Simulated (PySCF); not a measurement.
Two species compared at the same levels of theory.

First species: C6H8FNO.
Geometry (GFN2-xTB, Å), atoms numbered from 1 in this order:
```
atom  x, y, z in Å
C1    -2.3376    0.5113    0.3221
N2    -0.9874    0.1332    0.0287
C3    -0.5262   -1.2400    0.1515
C4     0.9924   -1.1707   -0.1030
C5     1.2676    0.3154   -0.2120
C6     2.5561    0.9022   -0.4029
O7     3.6031    0.2922   -0.4826
C8     0.0725    0.9500   -0.1135
F9    -0.1479    2.2606   -0.1666
H10   -2.4588    1.5800    0.1580
H11   -3.0237   -0.0301   -0.3331
H12   -2.5921    0.2795    1.3617
H13   -1.0456   -1.8680   -0.5781
H14   -0.7596   -1.6183    1.1539
H15    1.5707   -1.6169    0.7057
H16    1.2761   -1.6768   -1.0266
H17    2.5333    2.0083   -0.4731
```

Second species: CH₁₃NSi₄.
Z-matrix (Å and degrees, GFN2-xTB geometry), rows numbered from 1:
```
C 
Si  1  1.9018
Si  2  2.3229  1  110.62
Si  3  2.3172  2  118.25  1    31.51
N   3  1.7507  2  105.41  1   -89.69
Si  5  1.7293  3  130.07  2   178.34
H   1  1.0860  2  111.60  3  -178.17
H   1  1.0867  2  111.08  3   -58.15
H   1  1.0866  2  111.41  3    61.63
H   2  1.4714  1  106.97  3   122.18
H   2  1.4758  1  106.55  3  -125.97
H   3  1.4881  2  108.73  1   156.17
H   4  1.4669  3  114.36  2   -75.26
H   4  1.4674  3  115.62  2   161.69
H   4  1.4707  3  109.43  2    42.82
H   5  1.0079  3  114.39  2   -20.99
H   6  1.4637  5  105.96  3  -161.74
H   6  1.4610  5  106.21  3   -41.86
H   6  1.4683  5  112.14  3    78.43
```

Levels: CAM-B3LYP/def2-SVPD for HOMO energy, LUMO energy, HOMO–LUMO gap and static isotropic polarisability; TDDFT CAM-B3LYP/def2-SVPD for lowest singlet excitation; TDA CAM-B3LYP/def2-SVPD for lowest triplet excitation (Tamm–Dancoff). Geometries: GFN2-xTB. Each structure is a single optimised conformer of the isolated species, non-relativistic unless stated; the electronic structure was computed with PySCF and density fitting.

Dipoles, sizes and rotational constants follow the conformer. The torsions of the flexible species, by atom-mapped SMILES:
- `[CH3:1][SiH2:2][Si@H:3]([SiH3:4])[NH:5][SiH3:6]`: C1–Si2–Si3–Si4 32°, Si2–Si3–N5–Si6 178°

The conformers of `CN1CCC(C=O)=C1F` aren't listed.

Question: Which has the higher HOMO–LUMO gap?

Answer: The second: 8.79 eV against 7.53 eV, a difference of 1.26 eV.

Question: Which has the higher T1 energy?

Answer: The second: 5.18 eV against 3.07 eV, a difference of 2.11 eV.

Question: Which of the two has the higher static isotropic polarisability, and by how much?

Answer: The second: 132.2 au against 88.4 au, a difference of 43.8 au.

Question: Which of the two has the higher HOMO energy, and by how much?

Answer: The first: -7.29 eV against -8.56 eV, a difference of 1.27 eV.

Question: Which has the higher S1 energy?

Answer: The second: 5.53 eV against 4.24 eV, a difference of 1.29 eV.

On the first: In wavenumbers S1 is 34200 cm⁻¹ (1 eV = 8065.54 cm⁻¹). S1 lies 3.29 eV below the HOMO–LUMO gap; its leading configuration is HOMO−1→LUMO, weight 0.90.

On the second: The principal polarisabilities are 115.2, 133.2 and 148.2 au; their mean is the isotropic value. In wavenumbers S1 is 44600 cm⁻¹ (1 eV = 8065.54 cm⁻¹).
